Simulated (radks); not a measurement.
The numbers below are computed, except where a source is named.
Radial electron density D(r) = 4 pi r^2 rho(r) of an atom or ion with 62 electrons. Level of theory: scalar-relativistic Kohn-Sham, BP86, spin-polarised, spherical densities, finite nucleus; Fermi nuclear charge, rms radius of each element as measured or else 0.836 A^(1/3) + 0.57 fm (a radial shooting solver on a logarithmic mesh with Libxc functionals).

r (bohr)  D(r) (e/bohr)  spin D(r)
0.001708          9.148   0.000457
0.002333          14.71   0.000727
0.003162          22.72    0.00111
0.004285          33.81    0.00160
0.005808          47.87    0.00217
0.007871          63.38    0.00266
0.01075           77.18    0.00276
0.01457           83.74    0.00212
0.01975           81.11   0.000706
0.02677           74.71  -0.000552
0.03628           77.64  0.0000379
0.04956           96.53    0.00230
0.06717           111.2    0.00105
0.09103           99.36   0.000647
0.1234            83.09     0.0647
0.1672            93.80      0.385
0.2284            89.58       1.37
0.3096            50.91       3.38
0.4195            41.59       6.06
0.5686            46.83       7.54
0.7706            28.76       6.68
1.044             14.36       4.50
1.427             9.322       2.12
1.934             4.534      0.724
2.621             1.411      0.427
3.552            0.5012      0.388
4.814            0.1951      0.190
6.576           0.03350     0.0334
8.912          0.001914    0.00191

What is the nuclear charge?

Answer. Z = 63. The innermost maximum, from 1s, lies near gamma/Z bohr with gamma = sqrt(1 - (Z/c)^2) = 0.888, here 0.0141 bohr (found: 0.0154), and its height grows with Z. The density is that of the europium ion Eu+ in [Xe] 4f7 6s1; the configuration itself is not fixed sharply by these data, and Z only to a few units. D(r) has 4 maxima, at r = 0.0154, 0.0688, 0.192, 0.529 bohr, and minima at 0.0297, 0.126, 0.381 bohr, inside which lie 1.95, 11.14, 29.30 electrons.
